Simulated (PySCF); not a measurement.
A structure optimised at PBE-D3(BJ)/def2-SVP, used in a PySCF frequency run:

```
C
H 1 1.1054
H 1 1.1070 2 110.41
H 1 1.1070 2 110.41 3 -123.05
Bi 1 2.2835 2 106.77 3 118.48
Cl 5 2.4969 1 92.99 2 -50.83
Cl 5 2.4969 1 92.99 2 50.83
```

Write its SMILES, formula and point group.

[CH3][Bi]([Cl])[Cl], CH₃BiCl₂, Cs

What are its rotational constants (standard atomic weights)?

2.3217, 1.4884, 1.2284 GHz
